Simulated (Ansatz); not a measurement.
`C[S][GeH][F]` radical. Total charge 0; spin multiplicity 2. Correlated methods include outer-core shells of Ge, which these sets cover unevenly. Scalar relativity is left out up to krypton.

```xyz
8

C     0.0386    0.9880    0.9563
S    -1.1457   -0.2645    0.3860
Ge    0.2405   -1.4473   -0.8730
F    -0.8047   -2.5240   -1.7655
H     0.5805    1.4373    0.1235
H    -0.5508    1.7633    1.4451
H     0.7376    0.5709    1.6798
H     0.9039   -0.5236   -1.9521
```

Give the diagnostics of a CCSD(T)/def2-TZVPP run (frozen core, Ansatz). (An estimate is asked.)

The calculation gave: T1 = 0.0148, largest single amplitude 0.054, largest double 0.017, (T) share of the correlation energy 3.7 %, 13 CCSD cycles. ⟨S²⟩ of the UHF reference is 0.763 against 0.75 for a pure state. T1 lies under the customary mark of 0.045 for open shells.
